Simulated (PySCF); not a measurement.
PySCF input file for C2H6N2OSi, SMILES C[Si@@H](N)N=C=O, SMD-M06-2X/def2-SVP. Geometry: B3LYP-D3(BJ)/def2-SVP. The structure was generated by enumeration; whether it is a known compound was not checked. One conformer was computed; it need not be the lowest.

```python
import numpy as np
from pyscf import gto, scf, dft
from pyscf.solvent import smd

mol = gto.M(
    atom='''
    C    -1.86274831   -1.21863486    0.13626627
    Si   -0.79807152    0.15044803   -0.55635108
    N    -1.42615683    1.67819126   -0.06346655
    N     0.83149447   -0.14985505   -0.00445503
    C     1.95755889   -0.30448736    0.37313933
    O     3.06085596   -0.45941569    0.74595877
    H    -1.88162741   -1.17537639    1.23777775
    H    -1.46659368   -2.20503074   -0.15153225
    H    -2.89757301   -1.13413651   -0.23056550
    H    -0.73079841    0.15489532   -2.03991093
    H    -1.07330159    2.53215695   -0.48558881
    H    -1.67017912    1.83692419    0.91008193
    ''',
    basis='def2-SVP',
    charge=0,
    spin=0,
    max_memory=1600,
    verbose=3,
)
mf = dft.RKS(mol, xc='m06-2x').density_fit(auxbasis='def2-universal-jkfit')
mf.grids.level = 4
mf.conv_tol = 1e-9
mf.max_cycle = 100
mf.kernel()
res = {}
for name in ['water', 'dimethylsulfoxide', 'methanol']:
    s = mf.SMD()
    s.with_solvent.solvent, s.with_solvent.sasa_ng = name, 194
    s.kernel(mf.make_rdm1())
    res[name] = (s.e_tot, s.with_solvent.get_cds(), s.dip_moment(), s.mo_energy, s.converged)
    print(f'SMD {name}: dG(solv) = {(s.e_tot - mf.e_tot) * 627.509474:.3f} kcal/mol, of which CDS {res[name][1] * 627.509474:.3f}')
```

Log of the run:

```
converged SCF energy = -553.712101188369
converged SCF energy = -553.710533048382
Dipole moment(X, Y, Z, Debye): -3.24493,  1.37270,  0.18061
SMD water: dG(solv) = 0.984 kcal/mol, of which CDS 7.682
converged SCF energy = -553.716924510084
Dipole moment(X, Y, Z, Debye): -2.93215,  1.32656,  0.27769
SMD dimethylsulfoxide: dG(solv) = -3.027 kcal/mol, of which CDS 2.167
converged SCF energy = -553.714599526701
Dipole moment(X, Y, Z, Debye): -3.22756,  1.36452,  0.17714
SMD methanol: dG(solv) = -1.568 kcal/mol, of which CDS 4.936
```

The run converged.
